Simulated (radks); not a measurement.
Cl+, configuration [Ne] 3s2 3p4.

Calculated with a radial shooting solver on a logarithmic mesh with Libxc functionals: non-relativistic Kohn-Sham, PBE, spin-unpolarised, spherical densities, point nucleus.

Energy parts (eV):
total: -12502.329
kinetic: 12487.689
electron-nucleus: -29558.137
Hartree: 5319.214
exchange-correlation: -751.096

Orbitals (lengths in bohr, moments of r in powers of bohr):
orbital  occ.  eigenvalue (eV)    <r^2>      <r^4>      <r>   <1/r>
1s          2        -2753.581  0.01123  0.0003247  0.09141   16.55
2s          2        -263.7998   0.2365     0.1007   0.4462   3.286
2p          6        -204.4254   0.2067    0.09114   0.4074   3.199
3s          2         -31.9175    2.583      10.98    1.495  0.9229
3p          4         -19.4384    3.440      21.16    1.707  0.7955

The highest occupied level is 3p at -19.438 eV. Virial ratio -V/T = 2.00117. The electron density at the nucleus is 3226 e/bohr^3. The density falls to 0.001 e/bohr^3 at r = 3.57 bohr.
